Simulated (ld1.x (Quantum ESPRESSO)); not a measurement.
Configuration tests for O (Z = 8) (ultrasoft)

O (Z = 8), ultrasoft, made with ld1.x (Quantum ESPRESSO) 7.5 (PBE, scalar-relativistic). Core [He], reference 2s2 2p4. Waves: 2s (bound): rcut 0.65, rcutus 0.90 bohr; 2s channel at -1.1 Ry: rcut 0.65, rcutus 0.90 bohr; 2p (bound): rcut 1.95, rcutus 2.10 bohr; 2p channel at 0.55 Ry: rcut 1.95, rcutus 2.10 bohr; 3d channel at 0.1 Ry: rcut 2.00, rcutus 2.30 bohr; 3d channel at 2.45 Ry: rcut 2.00, rcutus 2.30 bohr. Local part: all-electron potential smoothed inside 1.00 bohr (lloc = -1). Core correction: Bessel-smoothed model core, default radius (core density twice the valence density). Augmentation charge: PSQ, radius 0.65 bohr.

Energies are relative to the spin-unpolarised reference configuration 2s2 2p4; without spin polarisation the order of configurations can differ from experiment.

Its overlap operator is not positive definite in a basis up to 400 Ry (lowest eigenvalue p -0.46), so the file is unfit for use: the generalised eigenproblem breaks down once the basis is large enough, and its test numbers describe a broken file.

| valence configuration | charge | ΔE all-electron (eV) | error AE − PS (meV) |
| --- | --- | --- | --- |
| 2s2 2p3 | +1 | 16.431 | +9.9 |
| 2s2 2p2 | +2 | 50.017 | -82 |
| 2s2 2p1 | +3 | 103.886 | -270 |
| 2s2 2p3.5 | +0.5 | 6.286 | +6.1 |
| 2s1 2p5 | 0 | 14.950 | +4.8 |
| 2s0 2p6 | 0 | 29.937 | +20 |
| 2s2 2p4.3 | -0.3 | -2.123 | +3.6 |

Levels in the configuration 2s1 2p5:

```tsv
level	all-electron (eV)	pseudo (eV)
2s	-24.420	-24.405
2p	-9.451	-9.446
```

The ghost test of this file was not conclusive.
